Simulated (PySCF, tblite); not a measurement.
Calculations on `C=C[B@@H-]1[NH2+][BH2-][N@H+]1C`, in the order of a workflow; each names the level of the geometry that it ran on. Settings lines and outputs come from a driver script.

Species: C₃H₁₂B₂N₂.
SMILES with atom numbers: `[CH2:1]=[CH:2][B@@H-:3]1[NH2+:4][BH2-:5][N@H+:6]1[CH3:7]` (hydrogens: H8, H9 on C1; H10 on C2; H11 on B3; H12, H13 on N4; H14, H15 on B5; H16 on N6; H17, H18, H19 on C7)

Step 1: GFN2-xTB geometry optimisation, gas phase (tblite 0.8.0) (from a force-field or distance-geometry start)
```json
{"job": {"kind": "relax", "xc": "GFN2-xTB", "basis": "xTB"}, "charge": 0, "multiplicity": 1}
```
```
step      E/eV     max force
  0    -567.76804    2.543
  1    -568.02939    1.503
  2    -568.09578    0.810
...
156    -568.40365    0.012
157    -568.40369    0.014
158    -568.40372    0.020
159    -568.40375    0.017
160    -568.40376    0.008
```

Energy lowered by 14.7 kcal/mol over 160 steps; largest atomic force 0.008 eV/Å at the end. «max force» is the largest atomic force in eV/Å.

Time: 0.75 s wall. Hardware: one thread of an Arm Neoverse V2, shared host with 32 logical CPUs at a one-minute load of 19.

Step 2: GFN2-xTB harmonic vibrations, gas phase (tblite 0.8.0) (on the GFN2-xTB geometry)
```json
{"job": {"kind": "ir", "xc": "GFN2-xTB", "basis": "xTB"}, "charge": 0, "multiplicity": 1}
```
```
(table of modes left out)
```

51 modes from 61 to 3448 cm⁻¹ (unscaled, harmonic); zero-point energy 101.3 kcal/mol; all wavenumbers are real at this level.

On an Arm Neoverse V2 with one thread, on a shared host, this took 0.45 s wall.

Step 3: PBE0-D3(BJ)/def2-SVP geometry optimisation, gas phase (PySCF 2.14.0) (from the GFN2-xTB geometry)
```json
{"job": {"xc": "PBE0", "basis": "def2-SVP", "d3": "d3bj", "grid": 1, "shake": 0.01, "kind": "geom"}, "charge": 0, "multiplicity": 1}
```
```
step   0  E = -280.27212276  max force = 0.038374
step   1  E = -280.27909575  max force = 0.008268
step   2  E = -280.27945647  max force = 0.001714
step   3  E = -280.27951523  max force = 0.002075
...
step  11  E = -280.27963968  max force = 0.000515
step  12  E = -280.27964031  max force = 0.000843
step  13  E = -280.27964015  max force = 0.000581
step  14  E = -280.27963971  max force = 0.000152
optimisation converged
```

Final energy -280.27964 Eh after 14 steps; dipole 0.57 D. Energies in Eh; «max force» is the largest Cartesian gradient component in Eh/bohr.

The run took 2.4 min of wall time on Arm Neoverse V2, one thread, shared host, and the process peaked at 0.66 GiB of memory.

Step 4: TDDFT CAM-B3LYP/def2-SVPD, vertical, gas phase, core orbitals frozen in the response (PySCF 2.14.0, density-fitted response routines) (on the PBE0-D3(BJ)/def2-SVP geometry)
```json
{"job": {"kind": "uv", "xc": "CAM-B3LYP", "basis": "def2-SVPD", "ip": true, "dynamic": true}, "charge": 0, "multiplicity": 1}
```
```
...
Static polarisability (au): isotropic 82.957, principal 73.851 81.974 93.045
Singlet excitations
state   eV       nm        f      main configurations
  1   6.7827    182.8   0.15159   H->L 0.85
  2   6.8711    180.4   0.00422   H-1->L 0.29, H-1->L+2 0.18, H->L+1 0.13
  3   6.9668    178.0   0.09981   H->L+1 0.68
  4   7.4077    167.4   0.11204   H->L+2 0.76, H->L+3 0.09
  5   7.5303    164.6   0.03125   H-1->L 0.28, H->L+3 0.21, H-1->L+1 0.13
  6   7.7489    160.0   0.00997   H-1->L+1 0.43, H-2->L 0.36
  7   7.7937    159.1   0.04183   H->L+3 0.20, H-1->L+1 0.20, H-2->L 0.18
  8   7.9372    156.2   0.02874   H->L+4 0.24, H->L+3 0.20, H-3->L 0.12
  9   7.9690    155.6   0.01585   H->L+4 0.30, H-1->L 0.13, H-1->L+2 0.12
 10   8.1948    151.3   0.01695   H-2->L+1 0.62, H-1->L+2 0.14
Triplet excitations (Tamm-Dancoff, eV): 4.3041 6.3717 6.7175 6.9942
Vertical ionisation energy (delta-SCF) = 9.3315 eV
```

HOMO -8.54 eV, LUMO 0.86 eV; lowest singlet 6.78 eV; lowest triplet 4.30 eV (Tamm–Dancoff); mean polarisability 83.0 au.

Hardware: an Arm Neoverse V2 with one thread (shared host). Cost: 3.1 min, 1.3 GiB resident at most.

Geometry of the electronic-property runs (PBE0-D3(BJ)/def2-SVP):
```
atom  x, y, z in Å
C1     2.4580   -0.6591    0.4481
C2     1.8848    0.3479   -0.2210
B3     0.3433    0.5016   -0.5713
N4    -0.3528    1.7732    0.1137
B5    -1.4531    0.7574    0.6648
N6    -0.6184   -0.5148    0.1848
C7    -1.2823   -1.5653   -0.5756
H8     3.5349   -0.7098    0.6421
H9     1.8784   -1.5115    0.8286
H10    2.5581    1.1425   -0.5781
H11    0.0925    0.5014   -1.7679
H12   -0.6958    2.4842   -0.5248
H13    0.2047    2.2266    0.8339
H14   -2.4889    0.8542    0.0306
H15   -1.5867    0.8097    1.8759
H16   -0.1306   -0.9310    0.9773
H17   -1.8068   -1.1135   -1.4267
H18   -0.5510   -2.2914   -0.9624
H19   -2.0207   -2.0942    0.0463
```

 (This holds for the electronic-property runs.)

One conformer stands for the species.
